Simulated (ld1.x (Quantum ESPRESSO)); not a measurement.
**What one change does to a pseudopotential (silicon, ultrasoft)**

```json
{"Element": "Si (Z = 14)", "Generator": "ld1.x (Quantum ESPRESSO) 7.5", "Type": "ultrasoft", "Functional": "PBE", "Relativity": "non-relativistic", "Frozen core": "[Ne]", "Valence charge": "4", "Reference configuration": "3s1 3p3", "Partial waves": "3s (bound): rcut 1.45, rcutus 1.70 bohr; 3s channel at 0.2 Ry: rcut 1.45, rcutus 1.70 bohr; 3p (bound): rcut 1.60, rcutus 2.05 bohr; 3p channel at 0.1 Ry: rcut 1.60, rcutus 2.05 bohr", "Local potential": "all-electron potential smoothed inside 1.30 bohr (lloc = -1)", "Core correction": "a·sin(br)/r model core inside 0.85 bohr", "Augmentation charge": "PSQ, radius 1.60 bohr"}
```

Change: waves 3p (bound): rcut 1.60, rcutus 2.38 bohr; 3p channel at 0.1 Ry: rcut 1.60, rcutus 2.38 bohr.

Cutoffs: the cutoffs (Ry, on a coarse ladder) from which the occupation-weighted sum of valence levels, in a spherical-Bessel basis at the reference potential, stays within 10 and 1 mRy of its value at 400 Ry; they do not see the model core or the augmentation charge, which bear on the density cutoff. Errors are all-electron minus pseudo energies relative to the spin-unpolarised reference configuration.

Question: Predict the effect on cutoff, ghosts and configuration errors.

Answer: The potential gets neither clearly harder nor softer (10 Ry and 15 Ry → 10 Ry and 15 Ry); of the 7 tests that both files solve, the error grows in 5 and shrinks in 0 by more than 15 % and 0.3 meV (median size 2.4 → 3.3 meV); neither file shows a bound ghost. More of the atom is replaced by a form fitted at one configuration, so other configurations suffer.

```tsv
quantity	base	changed
cutoff, loose	10 Ry	10 Ry
cutoff, tight	15 Ry	15 Ry
bound ghosts	none	none
error for 3s2 3p2, meV [ΔE -6.76 eV]	-2.4	-3.4
error for 3s2 3p1, meV [ΔE 0.99 eV]	-0.8	-2.2
error for 3s2 3p0, meV [ΔE 17.00 eV]	+6.0	+6.2
error for 3s1 3p2, meV [ΔE 8.36 eV]	+0.2	+0.4
error for 3s2 3p1.5, meV [ΔE -3.83 eV]	-2.0	-3.3
error for 3s2 3p2.3, meV [ΔE -7.69 eV]	-2.5	-3.4
error for 3s0 3p4, meV [ΔE 6.90 eV]	-2.4	-3.3
lowest overlap eigenvalue by channel	s 0.40, p 0.71	s 0.40, p 0.66
```
